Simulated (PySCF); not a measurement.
These are PBE-D3(BJ)/def2-TZVP // PBE0-D3(BJ)/def2-TZVP (PySCF 2.14.0) values and carry that method's errors. Gas-phase values, no solvent. One relaxed conformer stands for a flexible species; it need not be the lowest. Excitations are Tamm–Dancoff values on a coarser integration grid. The basis has no diffuse functions, so Rydberg states are missing or too high.

Reference species (SMILES): `OB(O)O` (neutral, multiplicity 1).

| Property | Value |
|---|---|
| HOMO | -7.42 eV |
| T1 excitation (TDA) | 6.61 eV |

Changed species: `OB(O)I` (H–O–B–I torsion 180°, I–B–O–H torsion -180°) (1 of 3 OH replaced by I; the reference has 0 of 3 OH replaced by I).

Problem. What does the change do to the HOMO and T1 excitation (TDA)?

Solution. the HOMO rises by 1.27 eV, to -6.15 eV; the T1 excitation (TDA) falls by 1.72 eV, to 4.89 eV.
